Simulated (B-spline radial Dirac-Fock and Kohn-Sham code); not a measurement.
**Binding energies of N at several levels of theory**

System: the free nitrogen atom, configuration [He] 2s2 2p3.

The density-functional columns are spherical, spin-unpolarised Dirac-Kohn-Sham results without Breit or QED terms: −ε is minus the orbital energy of the initial state and ΔSCF the difference of two total energies. The reference in the last column comes from ΔSCF Dirac-Fock with Breit, self-energy and vacuum polarisation, finite nucleus, configuration average. All numbers are from a radial B-spline solver, in eV; a selection of levels is shown. The Kohn-Sham columns are given as differences from the reference.

```tsv
level	LDA −ε − DF	LDA ΔSCF − DF	PBE −ε − DF	PBE ΔSCF − DF	Dirac-Fock
1s	-30.4	+4.9	-27.2	+8.4	411.9
2s	-6.0	+0.8	-5.8	+0.9	24.43
2p	-5.0	+1.5	-5.1	+1.4	12.20
```

For the outermost level NIST gives 14.53413 eV (measured); the differences from it are LDA −ε -7.29, LDA ΔSCF -0.80, PBE −ε -7.44, PBE ΔSCF -0.94, Dirac-Fock -2.33 eV. The computed values are configuration averages and the table refers to the lowest terms.
